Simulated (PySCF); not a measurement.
Radiative rates from a computed spectrum

Species: C7H4BF2N.
Structure used (PBE0-D3(BJ)/def2-SVP), in Å, numbered top down from 1:
```xyz
15
C7H4BF2N angstrom
N      4.2115    0.0373    0.1328
C      3.0531    0.0253    0.0923
C      1.6213    0.0119    0.0445
C      0.9253   -1.1872    0.2612
C     -0.4624   -1.1896    0.2175
C     -1.1765   -0.0097   -0.0400
B     -2.7271   -0.0175   -0.0756
F     -3.4138    1.0845   -0.3063
F     -3.4124   -1.1258    0.1259
C     -0.4663    1.1807   -0.2567
C      0.9214    1.1997   -0.2167
H      1.4807   -2.1046    0.4627
H     -1.0064   -2.1220    0.3865
H     -1.0135    2.1045   -0.4587
H      1.4737    2.1258   -0.3844
```

Level of theory: TDDFT wB97X-D/def2-SVPD, vertical, gas phase, core orbitals frozen in the response (PySCF 2.14.0, density-fitted response routines).

Computed singlets with f of 0.002 or more:

| state | E (eV) | f |
| --- | --- | --- |
| S1 | 4.93 | 0.031 |
| S2 | 5.38 | 0.377 |
| S4 | 6.67 | 0.302 |
| S6 | 6.84 | 0.590 |

Q: Give A, τ, |μ| and ∫σ dE for each state.

A: A / s⁻¹ = 0.6670 f (ν̃ / cm⁻¹)² and τ = 1/A in vacuum; |μ| follows from f = (2/3) ΔE |μ|² (atomic units, 1 au = 2.5417 D); ∫σ dE = 109.76 f Mb·eV.

```tsv
state	A (s⁻¹)	τ	|μ| (D)	∫σ dE (Mb·eV)
S1	3.3×10⁷	31 ns	1.28	3.4
S2	4.7×10⁸	2.1 ns	4.30	41
S4	5.8×10⁸	1.7 ns	3.46	33
S6	1.2×10⁹	830 ps	4.77	65
```

These lifetimes count emission to the ground state at the vertical energy alone; relaxation of the geometry and all other decay channels are left out.

Q: Suppose S1 emitted 0.3 eV lower with the same transition dipole. How would A change?

A: At fixed |μ|, A goes as the cube of the energy: (4.63/4.93)³ = 0.83, which makes τ about 37 ns.

Q: By what factor does the largest A in the list exceed the smallest?

A: S6 has 37 times the rate of S1.

Q: What is the integrated cross-section of all computed states together?

A: Σf = 1.302 over S1 to S6, so 109.76 × Σf ≈ 143 Mb·eV.
